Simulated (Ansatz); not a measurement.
`[F][AlH][SH]` + `[OH][SnH]([F])[CH2]Cl` → `[F][Al]([SH])[Cl]` + `[CH3][SnH]([OH])[F]`  (redistribution)

Isolated molecules relaxed with PBE0-D4/def2-TZVP in Ansatz; ΔE leaves out vibrations. CBS: MP2 limit from def2 TZ/QZ plus the TZ coupled-cluster correction, frozen cores. This one scheme is used for every species. DFT in def2-TZVPP. HSE06 is defined as in plane-wave codes. def2 core potentials past Kr. For Sn outer-core shells are correlated without core-valence functions, which leaves a few kJ/mol of doubt a bond. One conformer a species, not always the lowest.

| level | ΔE (kJ/mol) | difference from CCSD(T)/CBS |
| --- | --- | --- |
| B97M-V | -239.4 | 4.1 |
| r2SCAN0-D4 | -250.1 | -6.6 |
| HSE06-D4 | -239.5 | 4.0 |
| revPBE | -232.8 | 10.7 |
| BLYP | -233.5 | 10.0 |
| r2SCAN | -246.6 | -3.1 |
| HF/def2-SVP | -259.4 | -15.9 |
| CCSD(T)/def2-SVP | -244.5 | -1.0 |
| MP2/def2-QZVPP | -249.7 | -6.2 |
| SCS-MP2/def2-QZVPP | -245.4 | -1.9 |
| CCSD(T)/CBS | -243.5 | 0 |

Largest T1 diagnostic among the species: 0.013.

In def2-TZVPP, CCSD(T) changes the Hartree–Fock value by +12.1 kJ/mol (the triples alone add +2.9 kJ/mol) and MP2 by +5.6 kJ/mol. From PBE to PBE0 (25 % exact exchange), in def2-TZVPP and without D4, ΔE moves by −8.7 kJ/mol.
